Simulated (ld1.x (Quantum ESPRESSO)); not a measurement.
# Configuration tests for lithium (Li) (RRKJ)

Li, norm-conserving RRKJ (Kleinman–Bylander form), made with ld1.x (Quantum ESPRESSO) 7.5 (PW91, scalar-relativistic). Core none, reference 1s2 2s0.5 2p0 (charge +0.5). Waves: 2p (bound, empty): rc 4.20 bohr; 3d channel at -0.15 Ry: rc 4.60 bohr; 1s (bound): rc 0.50 bohr. Local part: the s channel. Core correction: none. rho0 = 0.01.

Occupied shells without a wave of their own: 2s. They enter only through the test configuration that unscreens the potential.

Energies are relative to the spin-unpolarised reference configuration 1s2 2s0.5 2p0; without spin polarisation the order of configurations can differ from experiment.

Question: Give the all-electron excitation energy and the error of the potential for: 1s2 2s1 2p0; 1s2 2s0 2p0; 1s2 2s0 2p1; 1s1 2s1 2p0.

Answer:

```json
{"valence configuration": "1s2 2s1 2p0", "charge": "0", "ΔE all-electron (eV)": "-2.055", "error AE − PS (meV)": "-1.2"}
{"valence configuration": "1s2 2s0 2p0", "charge": "+1", "ΔE all-electron (eV)": "3.292", "error AE − PS (meV)": "+2.2"}
{"valence configuration": "1s2 2s0 2p1", "charge": "0", "ΔE all-electron (eV)": "-0.267", "error AE − PS (meV)": "+0.4"}
{"valence configuration": "1s1 2s1 2p0", "charge": "+1", "ΔE all-electron (eV)": "66.540", "error AE − PS (meV)": "+26"}
```

Levels in the configuration 1s2 2s0 2p0:

| level | all-electron (eV) | pseudo (eV) |
| --- | --- | --- |
| 1s | -60.602 | -60.599 |

Note: ghost states, extra bound levels that the all-electron valence spectrum of the same l lacks: p at -2.54 eV, d at -2.52 eV. A true bound ghost makes a file unfit for plane-wave use.
